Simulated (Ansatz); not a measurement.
A barrier at the coupled-cluster level

Start structure (GaNH6O, closed shell), relaxed at PBE0-D4/def2-TZVP:

Ga1  (-0.682, -0.262, -0.672)
N2  (0.932, 0.714, -0.487)
H3  (-0.600, -1.612, -1.457)
H4  (-1.989, 0.564, -0.395)
H5  (0.598, -0.221, 1.190)
O6  (-0.143, -0.855, 1.354)
H7  (1.713, 0.435, -1.064)
H8  (0.868, 1.722, -0.514)
H9  (-0.697, -0.484, 2.047)
(Å)

The step: GaNH₄ ([NH2][GaH2]) + H₂O → GaH₃O ([OH][GaH2]) + NH₃ (still joined by a long Ga–N bond); bonds formed: N2–H5; dative contacts that become bonds: Ga1–O6; bonds broken: H5–O6; bonds weakened to dative contacts: Ga1–N2. Computed with Ansatz 0.2.0 (basis: def2-TZVPP and def2-QZVPP); correlated methods freeze the cores. Filled d shells of the heavier atoms are correlated. The def2 sets are not built for correlating such inner shells, so the correlated values are less sure here. Extrapolation: Hartree–Fock as exp(−7.88 √X), correlation as X^−2.97. Energies below are by CCSD(T) at an estimated basis limit (MP2 extrapolated from triple and quadruple zeta, plus CCSD(T) − MP2 in triple zeta).

What are the electronic barrier and the energy of the step, from the start structure to the end structure? (Judge from chemistry; the value comes from the calculation.)

By the calculation: Barrier 0.214 eV; step energy -0.566 eV (downhill); reverse barrier, their difference, 0.780 eV. Barrier and step energy count from the start structure, the reverse barrier from the end structure.

The saddle point: One imaginary mode of 942i cm⁻¹.
| pair | start (Å) | saddle (Å) | end (Å) |
| --- | --- | --- | --- |
| Ga1–O6 | 2.18 | 2.03 | 1.84 |
| N2–H5 | 1.95 | 1.37 | 1.02 |
| Ga1–N2 | 1.89 | 1.98 | 2.14 |
| H5–O6 | 0.99 | 1.16 | 2.41 |

Zero-point energy (harmonic, PBE0-D4): ZPE is 1.766 eV at the start and 1.679 eV at the saddle, so the barrier goes from 0.214 to 0.127 eV.

The T1 diagnostic stays at or below 0.013.

The step is the kind of ligand exchange by which a precursor binds to a hydroxyl group, or is hydrolysed, in atomic layer deposition of oxides.

Labels in which every atom is bracketed show which atoms are joined, not bond orders.

For scale, one of the runs: CCSD(T)/def2-TZVPP, 194 basis functions, launched by `ansatz run in.yaml --threads 4 --pin off --events-out ev --progress --plain --max-ram 9574MiB`. Time: 89 s of wall clock on 4 CPU threads of an Intel Xeon; the host was shared. Peak host memory: 2.3 GiB.
